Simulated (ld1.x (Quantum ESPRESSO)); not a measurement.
**Logarithmic derivatives: O, TM**

ld1.x (Quantum ESPRESSO) 7.5 input, shortened:

```
&input
   title='O', zed=8., rel=1, dft='PBE', iswitch=3,
   config='[He] 2s2 2p1'
 /
 &inputp
   pseudotype=2, tm=.true., lloc=1,
   nlcc=.true., new_core_ps=.true., rcore=0.55
 /
2
2S  1  0   2.00   0.00  0.55  0.55  0.0
2P  2  1   1.00   0.00  1.85  1.85  0.0
 &test
   configts(1)='2s2 2p1'
 /
```

The phase is arctan(r·u′/u) with u = r·R(r), unwrapped; energies in Ry, scanned from -8 to 5 Ry. A pole is an energy at which the radial function vanishes at the test radius. The pseudo phase is shifted by a multiple of π to meet the all-electron one at the reference energy, and phase errors are pseudo minus all-electron; the curves can meet again beyond the range given. Levels narrower than the energy grid can be missing from the lists of poles.

```json
{"channel": "s", "radius (bohr)": "1.99", "reference energy (Ry)": "-5.84", "poles, all-electron": "-5.58, 4.22", "poles, pseudo": "-5.57, 4.14", "unbroken range about the reference energy with phases within 0.05 rad": "below -2.6", "phase error 1 Ry above the reference energy (rad)": "+0.009"}
{"channel": "p", "radius (bohr)": "1.99", "reference energy (Ry)": "-4.77", "poles, all-electron": "-4.53, 3.76", "poles, pseudo": "-4.52", "unbroken range about the reference energy with phases within 0.05 rad": "below -2.6", "phase error 1 Ry above the reference energy (rad)": "+0.017"}
```

Phases in the s channel:

```
E (Ry)  all-electron  pseudo
 -8.00         1.308   1.312
 -7.52         1.279   1.284
 -7.04         1.229   1.235
 -6.56         1.103   1.114
 -6.08        -0.008   0.017
 -5.60        -1.557  -1.554
 -5.12        -1.711  -1.705
 -4.64        -1.778  -1.767
 -4.16        -1.827  -1.812
 -3.68        -1.875  -1.854
 -3.20        -1.930  -1.899
 -2.72        -2.001  -1.954
 -2.24        -2.103  -2.028
 -1.76        -2.265  -2.136
 -1.28        -2.551  -2.308
 -0.80        -3.056  -2.612
 -0.32        -3.662  -3.126
  0.16        -4.070  -3.706
  0.64        -4.294  -4.090
  1.12        -4.424  -4.305
  1.60        -4.509  -4.434
  2.08        -4.568  -4.519
  2.56        -4.612  -4.581
  3.04        -4.647  -4.628
  3.52        -4.676  -4.668
  4.00        -4.702  -4.702
  4.48        -4.724  -4.736
  4.96        -4.745  -4.769
```
